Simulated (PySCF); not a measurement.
Isomers of C3H4Si. All species are isolated molecules in the gas phase. Strings in code marks are SMILES.

Level of theory: B3LYP-D3(BJ)/def2-TZVP in PySCF. All candidates: neutral, multiplicity 1. B3LYP has the VWN-RPA correlation part, as in Gaussian. 

The LUMO is -1.77 eV and the HOMO comes out as -6.28 eV. The HOMO–LUMO gap comes out as 4.51 eV.

**Question.** Name which member has these values.
(A) `[SiH2]=C1C=C1`
(B) `C#C[SiH]=C`
(C) `C#CC=[SiH2]`
(D) `C=C=C=[SiH2]`

**Answer.** B, `C#C[SiH]=C`. The others give `C#CC=[SiH2]`: -2.05 eV, -6.01 eV, 3.96 eV; `C=C=C=[SiH2]`: -2.25 eV, -5.89 eV, 3.63 eV; `[SiH2]=C1C=C1`: -1.35 eV, -5.14 eV, 3.79 eV
